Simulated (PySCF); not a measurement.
CH6O3Si.
SMILES with atom numbers: `[CH3:1][O:2][SiH:3]([OH:4])[OH:5]`

Lines to be assigned: C 1s: 292.58 eV; O 1s: 538.29 (area 1), 538.78 (area 2) eV; Si 1s: 1848.37 eV; Si 2p3/2: 108.18 eV.

The calculation used delta-SCF UKS SCAN, pcX-2 on the ionised atom, pcseg-1 elsewhere, spin-free X2C (PySCF 2.14.0). One conformer (not necessarily the lowest) at the PBE0-D3(BJ)/def2-SVP geometry, without solvent, vibrations or thermal averaging.

Task: Which oxygen gives which O 1s line?

Result: 538.29 eV: O2 (silyl ether oxygen); 538.78 eV: O4/O5 (silanol oxygen). Lowest listed O 1s: O2, bonded to C and Si. Highest, 0.49 eV above it: O4/O5, bonded to H and Si. Summing the Pauling electronegativity differences to the bonded atoms, each weighted by its formal bond order, gives -2.43 for the lowest site and -2.78 for the highest; the largest sum, -2.43, belongs to O2, 0.49 eV below the top. The smallest sum, -2.78, belongs to O4/O5, 0.49 eV above the lowest.

Bonded neighbours of each site: C1: O and 3 H; O2: C and Si; Si3: 3 O and H; O4/O5: H and Si.

Task: Which photon energy gives electrons from Si 1s of Si3 a kinetic energy of 200 eV, and what is their de Broglie wavelength?

Result: hν = 1848.37 + 200 = 2048.37 eV, recoil neglected; λ = 12.264 Å/√(E/eV) = 0.87 Å.

One atom of each set of topologically equivalent atoms was ionised and stands for the set; in this conformer not all members are related by symmetry, and their own values weren't computed. 2p3/2 and 2p1/2 are the ΔSCF energy of one spin-free 2p hole plus the eigenvalues of a spin–orbit and ligand-field matrix of the shell. 2p1/2 minus 2p3/2 (ligand field included): Si 0.63 eV.

Conformer computed: `[CH3:1][O:2][SiH:3]([OH:4])[OH:5]`: C1–O2–Si3–O4 68°, H–O4–Si3–O2 76°, H–O5–Si3–O2 20°.
